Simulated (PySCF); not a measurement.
Co⁺: ionisation energy

Co⁺ [Ar] 3d8 (3F) → Co²⁺ [Ar] 3d7 (4F), as a difference of total energies. Computed with PySCF 2.14 in x2c-TZVPPall (6s5p4d2f1g, 64 functions), with the spin-free X2C one-electron Hamiltonian (Gaussian nucleus). Correlated levels: valence: [Ar] frozen. The calculations carry no spin-orbit coupling.

```tsv
method	ionisation energy (eV)	plus first-order spin-orbit estimate	error of that sum (eV)
UHF	14.202	14.192	-2.892
MP2 (valence)	16.863	16.853	-0.231
SCS-MP2 (valence)	16.753	16.743	-0.341
CCSD (valence)	16.374	16.364	-0.720
CCSD(T) (valence)	16.516	16.506	-0.578
```

Reference: 17.084 eV (measured; NIST Atomic Spectra Database, ionization energies).

A first-order spin-orbit estimate (lowest level to lowest level, LS coupling) adds -0.010 eV.

Errors of the correlated levels include the incompleteness of this basis and the frozen core.
